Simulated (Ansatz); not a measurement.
These are frozen-core CCSD(T)/cc-pVTZ // r2SCAN-D4/def2-TZVP run with Ansatz (a quantum-chemistry and plane-wave program) values and carry that method's errors.

Ansatz 0.2 input:
```yaml
crystal:
  periodic: [false, false, false]
  atoms:
    - { symbol: B, position_ang: [-1.138894, -0.276745, -0.031888] }
    - { symbol: C, position_ang: [-0.055419, 0.557639, 0.14356] }
    - { symbol: B, position_ang: [1.258985, -0.08225, 0.456322] }
    - { symbol: O, position_ang: [2.316487, -0.622005, 0.70961] }
    - { symbol: H, position_ang: [-2.034125, -1.020731, -0.173497] }
    - { symbol: H, position_ang: [-0.100169, 1.641052, 0.069178] }
basis:
  gaussian: { orbitals: cc-pVTZ }
correlation:
  method: ccsd_t
```

Output:

```
Functional definition: HF
869 factors; integrals over basis functions are off by at most 1.2e-3 eV
mean field evaluation 1: about -4439.2904 eV, gradient 4.7e1 eV
mean field evaluation 2: about -4439.2909 eV, gradient 4.7e1 eV
mean field evaluation 4: about -4444.2042 eV, gradient 4.8e0 eV
mean field evaluation 8: about -4444.2997 eV, gradient 5.7e-1 eV
mean field evaluation 16: about -4444.2026 eV, gradient 4.8e0 eV
mean field -4444.30244932 eV, -163.3251025562 hartree, gradient 5.6e-6 eV, S^2 0.000000; 0 other end points of the search recorded, 0 dependent functions left out
4 core orbitals not correlated
reference -4444.30244932 eV, -163.3251025562 hartree; 9, 9 occupied and 135, 135 virtual orbitals, 869 factors
second order -15.37099151 eV of doubles, -0.00000000 eV of singles
cycle   1  -15.23704632 eV  change    1.3e-1 eV  update   1.1e-1
cycle   2  -15.67589599 eV  change   -4.4e-1 eV  update   3.9e-2
cycle   3  -15.81084829 eV  change   -1.3e-1 eV  update   2.1e-2
cycle   4  -15.79978168 eV  change    1.1e-2 eV  update   5.7e-3
cycle   5  -15.79586660 eV  change    3.9e-3 eV  update   2.5e-3
cycle   6  -15.79694387 eV  change   -1.1e-3 eV  update   8.6e-4
cycle   7  -15.79691694 eV  change    2.7e-5 eV  update   3.7e-4
cycle   8  -15.79679782 eV  change    1.2e-4 eV  update   1.4e-4
cycle   9  -15.79682266 eV  change   -2.5e-5 eV  update   5.2e-5
cycle  10  -15.79686071 eV  change   -3.8e-5 eV  update   2.1e-5
cycle  11  -15.79683425 eV  change    2.6e-5 eV  update   8.4e-6
cycle  12  -15.79683984 eV  change   -5.6e-6 eV  update   3.1e-6
perturbative correction -0.75905716 eV, -0.0278948361 hartree
Total energy: -4460.85834632 eV, -163.9335205490 hartree
```

Cost: very roughly 19 core-seconds.
